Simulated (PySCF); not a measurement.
In(H)(F)(OMe) (CH4FInO), SMILES [InH]([O]C)[F]. Atoms are numbered in the order given.

```xyz
8

In    -0.2556     0.5254     0.0000
H     -1.2955     1.8594     0.0000
F      1.7042     0.6746     0.0000
O     -0.6700    -1.4116     0.0000
C      0.3348    -2.3889     0.0000
H      1.3580    -1.9710     0.0000
H      0.2384    -3.0378     0.8904
H      0.2384    -3.0378    -0.8904
```

Geometry: PBE0-D3(BJ)/def2-SVP. The def2 effective core potentials stand for the cores of In; spin–orbit coupling is left out. The values are those of a single conformer.

These are PySCF with ωB97X/def2-TZVP values and carry that method's errors.

ESP charges are fitted to the potential on shells at 1.4 to 2.0 van der Waals radii. Atomic charges (e):

```json
[
 {"atom": "In1", "Löwdin": "0.53", "ESP fit": "1.06"},
 {"atom": "H2", "Löwdin": "?", "ESP fit": "-0.18"},
 {"atom": "F3", "Löwdin": "?", "ESP fit": "-0.49"},
 {"atom": "O4", "Löwdin": "?", "ESP fit": "-0.63"},
 {"atom": "C5", "Löwdin": "-0.39", "ESP fit": "0.25"},
 {"atom": "H6", "Löwdin": "0.11", "ESP fit": "-0.01"},
 {"atom": "H7", "Löwdin": "0.10", "ESP fit": "0.00"},
 {"atom": "H8", "Löwdin": "0.10", "ESP fit": "0.00"}
]
```

Q: Some entries are withheld; supply them. (Estimate from the structure and the level; the computed values follow.)

A: 
- H2, Löwdin: -0.07
- F3, Löwdin: -0.28
- O4, Löwdin: -0.11
